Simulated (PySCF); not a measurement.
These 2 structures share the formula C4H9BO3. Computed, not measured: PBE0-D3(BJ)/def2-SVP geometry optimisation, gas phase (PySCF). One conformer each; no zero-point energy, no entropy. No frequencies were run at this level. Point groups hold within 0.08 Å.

**Question.** Order them by energy at this level, lowest first, and give relative energies in kcal/mol.
A. `[CH3:1][O:2][B:3]1[O:4][CH2:5][CH2:6][CH2:7][O:8]1` with C1–O2–B3–O4 -178°, O2–B3–O4–C5 179°, B3–O4–C5–C6 -26°, O4–C5–C6–C7 52°, C5–C6–C7–O8 -53°
B. `[CH3:1][O:2][B:3]([OH:4])[O:5][CH:6]1[CH2:7][CH2:8]1` with C1–O2–B3–O4 -1°, O2–B3–O4–H 179°, O2–B3–O5–C6 0°, B3–O5–C6–C7 -37°

**Answer.** A (0.0), B (17.4).

As drawn, the higher has a three-membered ring and an O–H bond, which the lower lacks.

```csv
SMILES,E (Eh),E rel (kcal/mol),dipole (D),point group,"A, B, C (MHz)"
COB1OCCCO1,-407.74996,0.0,2.76,C1,"4377, 1517, 1184"
COB(O)OC1CC1,-407.72228,17.4,0.11,near Cs,"3459, 1490, 1144"
```

**Question.** How do the relative energies change in single points at KT3/pcSseg-1 (no added dispersion term) on the same geometries?

**Answer.** 
| SMILES | PBE0-D3(BJ)/def2-SVP (kcal/mol) | KT3/pcSseg-1 (kcal/mol) | shift |
| --- | --- | --- | --- |
| COB1OCCCO1 | 0.0 | 0.0 | 0.0 |
| COB(O)OC1CC1 | 17.4 | 19.1 | +1.7 |

Each column counts from its own lowest isomer. The order is unchanged; the largest shift is 1.7 kcal/mol.
